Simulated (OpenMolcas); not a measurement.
# Ni7+: CASPT2 settings compared

```
Program             : OpenMolcas
Basis               : ANO-L-VDZP [5s4p2d1f]
Scalar Hamiltonian  : non-relativistic, point nucleus
Active space        : 3 electrons in 10 orbitals (3d 4d)
State averaging     : 2S+1 = 4 even, 10 roots; 2S+1 = 2 even, 35 roots kept (CI in the orbitals of an earlier block)
Spin-orbit coupling : state interaction with AMFI integrals over the reference wave functions, term energies averaged over their components
```

Methods on the same reference wave functions:
A. CASSCF
B. SS-CASPT2, IPEA 0.75 Eh, real shift 0.25 Eh (closed shells correlated: 2s 2p 3s 3p)
C. XMS-CASPT2, IPEA 0 Eh, sigma2 regulariser 0.25 Eh (closed shells correlated: 3s 3p)
D. XMS-CASPT2, IPEA 0.35 Eh, sigma2 regulariser 0.1 Eh (closed shells correlated: 2s 2p 3s 3p)

Energies in cm-1 above 3d3 4F 3/2, the measured ground level; measured values from Corliss and Sugar, J. Phys. Chem. Ref. Data 10, 197 (1981).

| Level | A | B | C | D | Measured |
| --- | --- | --- | --- | --- | --- |
| 3d3 4F 3/2 | 0.0 | 0.0 | 0.0 | 0.0 | 0.0 |
| 3d3 4F 5/2 | 849 | 857 | 857 | 857 | 1012 |
| 3d3 4F 7/2 | 1982 | 1994 | 1993 | 1993 | 2184 |
| 3d3 4F 9/2 | 3349 | 3360 | 3360 | 3360 | 3721 |
| 3d3 4P 1/2 | 25618 | 22540 | 22620 | 22590 | 23261 |
| 3d3 4P 3/2 | 25853 | 22780 | 22850 | 22830 | 23710 |
| 3d3 2G 7/2 | 26377 | 25000 | 25110 | 25340 |  |
| 3d3 4P 5/2 | 27010 | 23930 | 24000 | 23980 | 24669 |
| 3d3 2G 9/2 | 27431 | 26110 | 26220 | 26450 |  |
| 3d3 2P 1/2 | 34803 | 31760 | 32020 | 32110 |  |
| 3d3 2H 9/2 | 35024 | 35020 | 35060 | 35310 |  |
| 3d3 2H 11/2 | 35748 | 35800 | 35830 | 36090 |  |
| 3d3 2D 3/2 [52 %] | 38747 | 34900 | 35130 | 35210 |  |
| 3d3 2D 5/2 | 38875 | 34520 | 34710 | 34800 |  |
| 3d3 2F 7/2 | 59596 | 55710 | 55850 | 56010 |  |
| 3d3 2F 5/2 | 60130 | 56240 | 56380 | 56540 |  |

Deviations, from unrounded energies. A percentage is the sum of absolute deviations over the sum of measured energies, with the sign that they share, or ± where signs differ.

```
                        Against measurement  Levels      A      B      C      D
             mean absolute deviation (cm-1)       6   1300    520    480    490
      fine structure of the ground term (%)       3  -10.7  -10.2  -10.3  -10.3
other terms of the ground configuration (%)       3   +9.5   -3.3   -3.0   -3.1
```

C, D lie about equally close to measurement and A furthest from it. The largest miss of C in the table is 3d3 4P 3/2, by -860 cm-1. The ranking rests on the paired levels alone, and a cruder setting can come out closer through cancelling errors.

Among B to D the level of the table that moves most is 3d3 2P 1/2, by 350 cm-1 (lowest in B, highest in D). Moves below CASPT2's spread within the term are not significant.

The mean deviations of B to D differ by less than CASPT2's widest spread within a term (470 cm-1), so their order carries little weight.

From A to B the spin-free energies of the other terms of 3d3 shown, above 4F, scale by factors of 0.87 to 1.00.

The lowest spin-free term lies below A's lowest term by 0.168 hartree in B, 0.169 hartree in C, 0.174 hartree in D.

CASPT2 does not keep the components of a term degenerate, so their means are used; among the terms shown or strongly mixed into the levels shown the widest spread is 470 cm-1 (3d3 4F, D). Terms from blocks run as CI alone lack orbitals of their own. Active for correlation alone: 4d; no level in the range computed is led by a configuration that fills it, so any true level of that kind is missing. The basis is small and was not contracted for so high a charge. Without dynamic correlation excited terms often stand tens of per cent too high (terms of higher spin than the ground term too low), and those without a measured partner can miss by more than the paired ones (holds for A). Computed and measured levels are paired by configuration, term and J; levels that our copy of the source lacks, or whose pairing is in doubt (as where it misses far off the trend of its configuration), stay unpaired and out of the deviations. Only configurations of the active space appear. The table leaves out levels that lie high or whose names do not pair safely across all columns.

A share in square brackets marks a mixed level and gives the weight of the term that names it, the lowest over the columns.
